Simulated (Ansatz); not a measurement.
Z-matrix (Å, degrees):
```
Si
Ge 1 2.363
C 1 1.831 2 124.2
F 1 1.597 2 110.5 3 -147.1
S 1 2.073 2 120.2 3 68.6
H 2 1.534 1 107.6 3 -21.8
H 2 1.534 1 109.7 3 -141.1
H 2 1.535 1 110.6 3 98.1
H 3 1.087 1 118.9 2 -149.2
H 3 1.086 1 121.8 2 2.3
```

The species carries charge 0 and has multiplicity 1.

Q: List the PBE0/def2-TZVPP orbital energies in eV (Ansatz). (Best estimate.)

A: Computed: Occupied: -10860.28, -2422.33, -1804.10, -1358.58, -1208.39, -1208.38, -1208.38, -674.13, -279.14, -217.65, -171.28, -161.48, -161.40, -161.29, -146.27, -121.08, -121.06, -121.05, -100.97, -100.94, -100.90, -33.90, -33.90, -33.89, -33.83, -33.83, -33.48, -22.29, -17.38, -16.34, -14.99, -13.03, -12.81, -12.68, -12.20, -10.35, -10.12, -10.05, -8.58, -7.95, -7.22. Lowest empty: -0.45, -0.20, 0.00, 0.69, 0.94, 1.78, 1.94, 2.00.
